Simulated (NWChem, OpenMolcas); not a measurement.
## How basis sets differ on CH2NOSi (SMILES O=C=N[SiH2])

The species is CH2NOSi (6 atoms), meant as a doublet with charge 0. As SMILES, `O=C=N[SiH2]`. The shape is that of a PBE0-D4/def2-TZVP optimisation.

```xyz
6

O     1.0897   -2.0257    1.6104
C     0.6485   -1.1778    0.9454
N     0.2163   -0.2849    0.2792
Si   -0.6833    0.5916   -0.8753
H     0.2613    1.2142   -1.8391
H    -1.4905    1.6187   -0.1668
```

Quantity: the dipole moment, in D. The values are calculated.

```csv
level,kind,program,value (D)
ROHF/ANO-R0 (sfX2C),Hartree–Fock,OpenMolcas,1.05
ROHF/ANO-XS-MB (DKH2),Hartree–Fock,OpenMolcas,4.46
UHF/STO-3G,Hartree–Fock,NWChem,2.93
UHF/3-21G,Hartree–Fock,OpenMolcas,2.60
UHF/6-311+G**,Hartree–Fock,OpenMolcas,2.36
```

The values span 1.05 to 4.46 D. Magnitudes only. Sets without polarisation functions give poor dipoles.
